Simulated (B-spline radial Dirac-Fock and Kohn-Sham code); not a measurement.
These are calculated numbers from an atomic code on a B-spline grid; the model is Dirac-Fock ΔSCF + Breit + QED. Two-hole levels are in intermediate coupling, intensities from independent-particle Coulomb rates.

**Question.** These computed lines form the K-LL Auger spectrum of a free neutral atom. Which element, and how are the lines assigned?

```
kinetic energy (eV)  relative intensity
            57457.8                  39
            58142.5                  54
            58190.9                   8
            58748.5                   7
            60413.9                  33
            60508.7                   9
            61089.2                 100
            63361.2                   4
            63419.3                  32
```

**Answer.** Bi ([Xe] 4f14 5d10 6s2 6p3). From low to high energy: K-L1L1 ¹S0, K-L1L2 ³P1, K-L1L2 ³P0, K-L2L2 ³P0, K-L1L3 ¹P1, K-L1L3 ³P2, K-L2L3 ¹D2, K-L3L3 ¹S0, K-L3L3 ³P2. The labels give the leading jj configuration and the leading LS term by weight; in heavy atoms the literature often keeps the label of the LS limit instead.
